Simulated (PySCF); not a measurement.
## Electric field gradients and quadrupole coupling constants

Compound: Mg(CN)2, C2MgN2.
Structure used (PBE0-D3(BJ)/def2-SVP), in Å, numbered top down from 1:
```xyz
5
C2MgN2 angstrom
Mg     0.025    0.011    0.000
C      0.008    0.011    2.032
N     -0.008    0.015    3.195
C     -0.002   -0.009   -2.032
N     -0.023   -0.028   -3.195
```

Field gradients from the PBE0/pcSseg-1 density (PySCF, non-relativistic), principal values in atomic units, ordered |Vxx| ≤ |Vyy| ≤ |Vzz|:

```
atom     Vxx     Vyy      Vzz
  N3  0.5997  0.5997  -1.1994
  N5  0.5997  0.5997  -1.1994
```

Question: Find the asymmetry η = (Vxx − Vyy)/Vzz and the couplings χ = eQV/h (234.96 MHz × Q in barn × V in au), with Q(14N) = 0.02044 b.

Answer: 
```csv
atom,environment,nucleus,η,χzz (MHz),χxx (MHz),χyy (MHz)
N3,nitrogen bonded to C,14N,0.00,-5.76,2.88,2.88
N5,nitrogen bonded to C,14N,0.00,-5.76,2.88,2.88
```

The gradient is axial or nearly so (η below 0.05) at N3 and N5. 

Question: What is Vzz at N3 in SI units (1 au = 9.71736 × 10²¹ V/m²)?

Answer: -1.1994 au = -11.655 × 10²¹ V/m².

Question: And the gradient at the other heavy atoms, for which no coupling is worked out here?

Answer: 
```csv
atom,environment,Vzz (au),η
Mg1,magnesium bonded to 2 C,-1.119,0.00
C2,carbon bonded to Mg and N,-0.506,0.00
C4,carbon bonded to Mg and N,-0.506,0.00
```

Isolated species at its PBE0-D3(BJ)/def2-SVP geometry, gas phase. These gradients aren't converged with respect to the basis.
